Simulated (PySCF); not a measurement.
C4H9BCl2OSi.
Numbering: `[Cl:1][B:2]([Cl:3])[SiH:4]1[CH2:5][CH2:6][O:7][CH2:8][CH2:9]1`

Geometry (PBE0-D3(BJ)/def2-SVP, Å), atoms numbered from 1 in this order:
```
atom  x, y, z in Å
Cl1    2.683    0.107    2.457
B2     2.737   -0.464    0.797
Cl3    4.258   -1.077    0.189
Si4    1.037   -0.360   -0.289
C5     0.383    1.415   -0.378
C6    -1.106    1.398   -0.730
O7    -1.880    0.632    0.155
C8    -1.724   -0.758    0.036
C9    -0.385   -1.267    0.575
H10    1.229   -0.906   -1.672
H11    0.945    2.019   -1.108
H12    0.517    1.884    0.611
H13   -1.521    2.418   -0.689
H14   -1.245    1.033   -1.770
H15   -1.847   -1.065   -1.024
H16   -2.558   -1.204    0.600
H17   -0.324   -1.053    1.656
H18   -0.308   -2.359    0.450
```

NICS = −σ at a ghost point: NICS(0) at the centroid of the ring atoms, NICS(1) 1 Å to either side along the normal of their mean plane, zz for the tensor component along that normal. Level: GIAO PBE0/pcSseg-1 (PySCF, non-relativistic, gas phase) on the PBE0-D3(BJ)/def2-SVP geometry, one conformer.

Ring bond lengths (Å), with Mayer bond orders in brackets: Si4–C5 1.894 (0.91), C5–C6 1.530 (1.03), C6–O7 1.403 (0.94), O7–C8 1.403 (0.94), C8–C9 1.530 (1.03), C9–Si4 1.894 (0.91).

Q: Give the NICS values of each ring in ppm.

A: 
```tsv
ring	type	NICS(0)	NICS(1), two faces	NICS(1)zz, two faces	rms pucker (Å)	centre to ring atoms, mean (Å)
Si4–C5–C6–O7–C8–C9	6-membered ring with O and Si; formal bonds all single	-1.5	-1.6 / -1.5	4.4 / 2.8	0.24	1.54
```

Q: What can be read from them?

A: 
- Si4–C5–C6–O7–C8–C9: mean NICS(1)zz 3.6 ppm, deshielded. Si4, C5, C6, C8, C9 have four or more neighbours, and the NICS criterion for π rings isn't applied.

Q: At the first NICS(1) probe listed for ring Si4–C5–C6–O7–C8–C9, 1 Å off the ring, how large is the induced field along the normal in 1 T applied along it?

A: NICSzz × B0 = 4.4 ppm × 1 T = 4 μT, along the applied field.

Q: List the ring angles and the Hirshfeld charges of the ring atoms.

A: 
- Si4–C5–C6–O7–C8–C9: Si4 102.2° (+0.269 e), C5 109.7° (-0.167 e), C6 113.4° (+0.005 e), O7 115.2° (-0.144 e), C8 113.4° (+0.005 e), C9 109.7° (-0.167 e); sum 663.6° against 720° for a flat convex ring.

Q: How do the values depend on the level or the medium?

A: 
```csv
level,"NICS(0), Si4–C5–C6–O7–C8–C9","mean NICS(1)zz, Si4–C5–C6–O7–C8–C9"
"PBE0/pcSseg-1, gas",-1.5,3.6
"wB97X-D/pcSseg-1, gas",-1.6,3.4
"PBE0/pcSseg-1, IEF-PCM water",-1.5,3.6
```

The geometry is the same throughout; the continuum's cavity takes Bondi-type radii × 1.2.

Time: 82 s; peak memory 0.95 GiB. Hardware: Arm Neoverse N1, one thread, shared host with 64 logical CPUs at a one-minute load of 56. This is the whole shielding run at PBE0/pcSseg-1, SCF included.
